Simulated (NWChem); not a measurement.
System: C3H7FSi; SMILES F[SiH2]/C=C/C

Here is an NWChem input.

```
start job
memory heap 200 mb stack 900 mb global 1100 mb
geometry units angstroms noautosym nocenter noautoz
  C      0.294636     2.936538     0.069872
  C     -0.246739     1.542737     0.200299
  C      0.308771     0.429226    -0.307439
  Si    -0.480511    -1.234005    -0.105645
  F      0.411272    -2.197124     0.846829
  H      1.227052     2.958104    -0.503018
  H      0.485133     3.373421     1.059488
  H     -0.432825     3.593494    -0.425842
  H     -1.178810     1.457904     0.763934
  H      1.242406     0.531311    -0.865456
  H     -0.619173    -1.936261    -1.409375
  H     -1.813067    -1.049533     0.528889
end
basis spherical
  C library def2-svp
  Si library def2-svp
  F library def2-svp
  H library def2-svp
end
dft
  xc b3lyp
  iterations 150
  mulliken
end
task dft energy
esp
  recalculate
  probe 0.07
  range 0.3
  factor 1.0
  spacing 0.02
end
task esp
```

Excerpt of the output:

```
             Northwest Computational Chemistry Package (NWChem) 7.3.0
             --------------------------------------------------------

                             Geometry "geometry" -> ""
                             -------------------------

 Output coordinates in angstroms (scale by  1.889725989 to convert to a.u.)

  No.       Tag          Charge          X              Y              Z
 ---- ---------------- ---------- -------------- -------------- --------------
    1 C                    6.0000     0.29463600     2.93653800     0.06987200
    2 C                    6.0000    -0.24673900     1.54273700     0.20029900
    3 C                    6.0000     0.30877100     0.42922600    -0.30743900
    4 Si                  14.0000    -0.48051100    -1.23400500    -0.10564500
    5 F                    9.0000     0.41127200    -2.19712400     0.84682900
    6 H                    1.0000     1.22705200     2.95810400    -0.50301800
    7 H                    1.0000     0.48513300     3.37342100     1.05948800
    8 H                    1.0000    -0.43282500     3.59349400    -0.42584200
    9 H                    1.0000    -1.17881000     1.45790400     0.76393400
   10 H                    1.0000     1.24240600     0.53131100    -0.86545600
   11 H                    1.0000    -0.61917300    -1.93626100    -1.40937500
   12 H                    1.0000    -1.81306700    -1.04953300     0.52888900

 Effective nuclear repulsion energy (a.u.)     214.5136920595

                                 NWChem DFT Module
                                 -----------------

 Summary of "ao basis" -> "ao basis" (spherical)
 ------------------------------------------------------------------------------
       Tag                 Description            Shells   Functions and Types
 ---------------- ------------------------------  ------  ---------------------
 C                          def2-svp                 6       14   3s2p1d
 Si                         def2-svp                 8       18   4s3p1d
 F                          def2-svp                 6       14   3s2p1d
 H                          def2-svp                 3        5   2s1p

            General Information
            -------------------
          SCF calculation type: DFT
          Wavefunction type:  closed shell.
          No. of atoms     :    12
          No. of electrons :    48
           Alpha electrons :    24
            Beta electrons :    24
          Charge           :     0
          Spin multiplicity:     1
          Use of symmetry is: off; symmetry adaption is: off
          Maximum number of iterations: 150
          AO basis - number of functions:   109
                     number of shells:    53
          Convergence on energy requested:  1.00D-06
          Convergence on density requested:  1.00D-05
          Convergence on gradient requested:  5.00D-04

              XC Information
              --------------
                         B3LYP Method XC Potential
                     Hartree-Fock (Exact) Exchange  0.200
                        Slater Exchange Functional  0.800 local
                    Becke 1988 Exchange Functional  0.720 non-local
              Lee-Yang-Parr Correlation Functional  0.810
                  VWN I RPA Correlation Functional  0.190 local

             Grid Information
             ----------------
          Grid used for XC integration:  medium
          Radial quadrature: Mura-Knowles
          Angular quadrature: Lebedev.
          Tag              B.-S. Rad. Rad. Pts. Rad. Cut. Ang. Pts.
          ---              ---------- --------- --------- ---------
          C                   0.70       49          12.0       434
          Si                  1.10       88          12.0       590
          F                   0.50       49          14.0       434
          H                   0.35       45          13.0       434
          Grid pruning is: on
          Number of quadrature shells:   599
          Spatial weights used:  Erf1

      Superposition of Atomic Density Guess
      -------------------------------------

 Sum of atomic energies:        -504.40044035

      Non-variational initial energy
      ------------------------------

 Total energy =    -506.859279
 1-e energy   =   -1120.147195
 2-e energy   =     398.774224
 HOMO         =      -0.326249
 LUMO         =      -0.019365

     ---------------------------------------------
      Total Density - Mulliken Population Analysis
     ---------------------------------------------

    Atom       Charge   Shell Charges
 -----------   ------   -------------------------------------------------------
    1 C    6     6.21   1.99  0.96  0.16  2.06  1.02  0.02
    2 C    6     6.06   1.99  0.97  0.28  1.85  0.93  0.04
    3 C    6     6.45   1.99  0.99  0.30  2.05  1.09  0.02
    4 Si  14    13.01   2.00  1.99  0.94  0.23  5.93  0.98  0.71  0.22
    5 F    9     9.58   1.99  1.15  0.78  3.52  2.13  0.00
    6 H    1     0.90   0.67  0.21  0.03
    7 H    1     0.88   0.66  0.20  0.03
    8 H    1     0.88   0.66  0.20  0.03
    9 H    1     0.91   0.68  0.21  0.02
   10 H    1     0.90   0.67  0.21  0.03
   11 H    1     1.10   0.71  0.39  0.01
   12 H    1     1.11   0.71  0.39  0.01

   convergence    iter        energy       DeltaE   RMS-Dens  Diis-err
 ---------------- ----- ----------------- --------- --------- ---------
 d= 0,ls=0.0,diis     1   -507.6036155918 -7.22D+02  1.14D-02  5.66D-01
 d= 0,ls=0.0,diis     2   -507.5977727170  5.84D-03  5.88D-03  8.45D-01
 d= 0,ls=0.0,diis     3   -507.6687805394 -7.10D-02  1.22D-03  3.72D-02
 d= 0,ls=0.0,diis     4   -507.6716959068 -2.92D-03  4.26D-04  1.54D-03
 d= 0,ls=0.0,diis     5   -507.6718468219 -1.51D-04  1.47D-04  4.82D-04
  Resetting Diis
 d= 0,ls=0.0,diis     6   -507.6719098770 -6.31D-05  3.96D-05  2.96D-05
 d= 0,ls=0.0,diis     7   -507.6719133815 -3.50D-06  2.22D-05  1.94D-06
 d= 0,ls=0.0,diis     8   -507.6719131610  2.21D-07  1.31D-05  3.57D-06
 d= 0,ls=0.0,diis     9   -507.6719136493 -4.88D-07  1.82D-06  8.58D-08

         Total DFT energy =     -507.671913649340
      One electron energy =    -1124.565099831417
           Coulomb energy =      452.681061355876
    Exchange-Corr. energy =      -50.301567233324
 Nuclear repulsion energy =      214.513692059525

 Numeric. integr. density =       47.999996920504

                       DFT Final Molecular Orbital Analysis
                       ------------------------------------

 Vector   22  Occ=2.000000D+00  E=-3.328491D-01
              MO Center= -8.2D-01, -1.4D+00, -1.1D-01, r^2= 2.7D+00
   Bfn.  Coefficient  Atom+Function         Bfn.  Coefficient  Atom+Function
  ----- ------------  ---------------      ----- ------------  ---------------
   105      0.332107  12 H  s               100     -0.293812  11 H  s
   106      0.249332  12 H  s                66      0.229496   5 F  pz
   101     -0.215635  11 H  s                52      0.204856   4 Si pz
    69     -0.165037   5 F  pz               64     -0.149596   5 F  px
    50     -0.137642   4 Si px               49     -0.110800   4 Si pz

 Vector   23  Occ=2.000000D+00  E=-3.197053D-01
              MO Center= -5.8D-02, -1.2D-02, -1.5D-01, r^2= 3.8D+00
   Bfn.  Coefficient  Atom+Function         Bfn.  Coefficient  Atom+Function
  ----- ------------  ---------------      ----- ------------  ---------------
    33      0.309929   3 C  py               51     -0.208760   4 Si py
     5      0.197973   1 C  py               95      0.189090  10 H  s
    32      0.183010   3 C  px               65     -0.182285   5 F  py
    19     -0.170423   2 C  py              100      0.168828  11 H  s
    36      0.155217   3 C  py               31     -0.147803   3 C  s

 Vector   24  Occ=2.000000D+00  E=-2.790827D-01
              MO Center=  4.0D-02,  9.9D-01, -7.8D-02, r^2= 2.5D+00
   Bfn.  Coefficient  Atom+Function         Bfn.  Coefficient  Atom+Function
  ----- ------------  ---------------      ----- ------------  ---------------
    34      0.343045   3 C  pz               20      0.303047   2 C  pz
    37      0.229270   3 C  pz               32      0.207594   3 C  px
    23      0.203296   2 C  pz               18      0.188372   2 C  px
    35      0.147322   3 C  px               21      0.132608   2 C  px
    85      0.132764   8 H  s                80     -0.130869   7 H  s

 Vector   25  Occ=0.000000D+00  E=-2.596421D-02
              MO Center= -1.2D-01,  6.7D-01, -3.4D-02, r^2= 3.5D+00
   Bfn.  Coefficient  Atom+Function         Bfn.  Coefficient  Atom+Function
  ----- ------------  ---------------      ----- ------------  ---------------
    23      0.478086   2 C  pz               20      0.374210   2 C  pz
    37     -0.364269   3 C  pz               21      0.275898   2 C  px
    55     -0.268508   4 Si pz               34     -0.255697   3 C  pz
    54      0.253970   4 Si py               18      0.229993   2 C  px
    35     -0.201177   3 C  px               53     -0.191415   4 Si px

 Vector   26  Occ=0.000000D+00  E= 5.845313D-02
              MO Center= -3.2D-01,  4.0D-01, -6.9D-02, r^2= 8.1D+00
   Bfn.  Coefficient  Atom+Function         Bfn.  Coefficient  Atom+Function
  ----- ------------  ---------------      ----- ------------  ---------------
     3      1.403793   1 C  s                54     -0.904433   4 Si py
    81     -0.657561   7 H  s                31      0.651250   3 C  s
    86     -0.609709   8 H  s                76     -0.564014   6 H  s
    91     -0.520184   9 H  s                96     -0.438960  10 H  s
    17      0.430395   2 C  s                37     -0.398400   3 C  pz

 Vector   27  Occ=0.000000D+00  E= 6.283295D-02
              MO Center= -2.8D-01,  2.8D-01,  4.9D-02, r^2= 7.6D+00
   Bfn.  Coefficient  Atom+Function         Bfn.  Coefficient  Atom+Function
  ----- ------------  ---------------      ----- ------------  ---------------
     3      1.308656   1 C  s                53     -0.982803   4 Si px
    31      0.673898   3 C  s                81     -0.660251   7 H  s
    91     -0.651202   9 H  s                86     -0.635404   8 H  s
   106     -0.598283  12 H  s                21     -0.520641   2 C  px
    63      0.339351   5 F  s                55     -0.329650   4 Si pz

     ---------------------------------------------
      Total Density - Mulliken Population Analysis
     ---------------------------------------------

    Atom       Charge   Shell Charges
 -----------   ------   -------------------------------------------------------
    1 C    6     5.93   1.98  0.91  0.05  2.14  0.82  0.03
    2 C    6     6.09   1.99  0.93  0.27  2.04  0.82  0.04
    3 C    6     6.20   1.99  0.92  0.27  2.09  0.91  0.02
    4 Si  14    13.28   2.00  1.98  1.02  0.13  5.93  1.23  0.66  0.32
    5 F    9     9.34   1.99  1.12  0.80  3.36  2.07  0.00
    6 H    1     0.98   0.75  0.22  0.02
    7 H    1     0.97   0.74  0.20  0.02
    8 H    1     0.97   0.74  0.21  0.02
    9 H    1     0.99   0.76  0.21  0.02
   10 H    1     0.99   0.75  0.22  0.02
   11 H    1     1.13   0.75  0.36  0.01
   12 H    1     1.13   0.76  0.37  0.01

     -------------------------------------------
      Total Density - Lowdin Population Analysis
     -------------------------------------------

    Atom       Charge   Shell Charges
 -----------   ------   -------------------------------------------------------
    1 C    6     6.05   1.96  0.57  0.30  1.91  1.24  0.07
    2 C    6     6.00   1.97  0.62  0.30  1.86  1.17  0.09
    3 C    6     6.23   1.97  0.63  0.34  1.90  1.33  0.06
    4 Si  14    13.42   2.00  1.93  0.64  0.32  5.81  1.25  0.96  0.51
    5 F    9     9.22   1.98  1.02  0.77  3.23  2.23  0.01
    6 H    1     0.97   0.64  0.27  0.06
    7 H    1     0.96   0.63  0.26  0.06
    8 H    1     0.96   0.64  0.26  0.06
    9 H    1     0.98   0.64  0.27  0.07
   10 H    1     0.97   0.63  0.27  0.07
   11 H    1     1.12   0.66  0.43  0.02
   12 H    1     1.12   0.66  0.43  0.02

     Multipole analysis of the density
     ---------------------------------

     L   x y z        total         alpha         beta         nuclear
     -   - - -        -----         -----         ----         -------
     0   0 0 0     -0.000000    -24.000000    -24.000000     48.000000

     1   1 0 0     -0.157290      1.787442      1.787442     -3.732175
     1   0 1 0      0.921989     -0.794974     -0.794974      2.511937
     1   0 0 1     -0.242027     -4.909053     -4.909053      9.576079

     2   2 0 0    -28.154038    -40.404788    -40.404788     52.655538
     2   1 1 0      0.740658    -16.816405    -16.816405     34.373468
     2   1 0 1     -1.043658     -2.524552     -2.524552      4.005445
     2   0 2 0    -28.403333   -321.656123   -321.656123    614.908913
     2   0 1 1      1.638718     17.323354     17.323354    -33.007991
     2   0 0 2    -29.287301    -37.146718    -37.146718     45.006136

                     NWChem Electrostatic Potential Fit Module
                     -----------------------------------------

 Atom parameters

 Number of atoms is                                   12
 Number of basis functions is                        109

 Grid parameters

 Maximum number of grid points is                  47935
 Number of grid points is                          47934
 Grid range                                     0.300000 nm
 Grid spacing                                   0.020000 nm
 Probe radius                                   0.070000 nm
 Atom radius factor                             1.000000

 Atomic radii

    1    0.100000
    6    0.147000
    9    0.128000
   14    0.187000
 FASTESP  F
  using M.O. file = ./job.movecs

    Atom              Coordinates                           Charge

                                                  ESP

    1 C     0.029464    0.293654    0.006987    0.041324
    2 C    -0.024674    0.154274    0.020030    0.015977
    3 C     0.030877    0.042923   -0.030744   -0.423957
    4 Si   -0.048051   -0.123401   -0.010565    0.773033
    5 F     0.041127   -0.219712    0.084683   -0.327329
    6 H     0.122705    0.295810   -0.050302    0.010453
    7 H     0.048513    0.337342    0.105949    0.014558
    8 H    -0.043283    0.359349   -0.042584    0.003504
    9 H    -0.117881    0.145790    0.076393    0.064111
   10 H     0.124241    0.053131   -0.086546    0.157044
   11 H    -0.061917   -0.193626   -0.140938   -0.168025
   12 H    -0.181307   -0.104953    0.052889   -0.160693
                                            ------------
                                                0.000000

 Dipole moment                                  0.989410

 Quadrupole moment Qxx                         -0.661271
                   Qyy                          4.598715
                   Qzz                         -3.937444

 RMS deviation kJ/mol                           0.054982

 RRMS %                                        36.763787
```

Level: B3LYP/def2-SVP. Structure relaxed at the B3LYP/6-31G* (spherical d) level. B3LYP is NWChem's, with the RPA form of VWN correlation.
